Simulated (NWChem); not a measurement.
Atomisation of H2BO3

```
B
O 1 1.3614
H 2 0.9602 1 115.11
O 1 1.3614 2 127.90 3 -10.84
H 4 0.9602 1 115.11 2 -10.84
O 1 1.3727 2 116.05 3 169.16
```
Charge 0, spin multiplicity 2.

Everything below was run with NWChem. All single points use one geometry, from UPBE0/def2-SVP, a minimum by its harmonic frequencies. It is one conformer; others weren't searched.

Basis set: def2-TZVP. The atomisation energy is electronic alone: no zero-point, thermal, spin-orbit or counterpoise terms. No value is extrapolated to the basis-set limit. Free atoms are single determinants with multiplicities O 3, B 2, H 2. Correlated methods freeze the same cores in atoms and molecule, 4 orbitals in all.

Relative cost: rough, from shared machines, SCF included, BP86 = 1. Costs are the molecule's.

B3LYP has NWChem's definition, with VWN1-RPA local correlation. GW and range-separated runs recompute their integrals, the others keep them in memory, which bears on the times. The structure started from a generated list of species. The unpaired electrons of the parent sit in orbitals of symmetry b (C2 labels of the run); other states weren't searched. The stability of the SCF solutions was not checked. Open-shell Hartree-Fock references start from PBE0 orbitals; any time given for them includes that run.

| method | atomisation energy (kcal/mol) | relative cost |
|---|---|---|
| BP86 | (withheld) | 1 |
| PBE | (withheld) | under 3 |
| B3LYP | 598.5 | under 3 |
| PBE0 | 599.4 | under 3 |
| LDA (SVWN5) | 706.7 | under 3 |
| TPSS | (withheld) | under 3 |
| HF | 428.6 | under 3 |
| MP2 | 601.9 | 4 |
| LC-wPBE (omega 0.3 per bohr) | 610.4 | 10 |

**Question.** Some entries are withheld; supply them.

**Answer.** 
- BP86, atomisation energy (kcal/mol): 619.9
- PBE, atomisation energy (kcal/mol): 618.8
- TPSS, atomisation energy (kcal/mol): 593.2
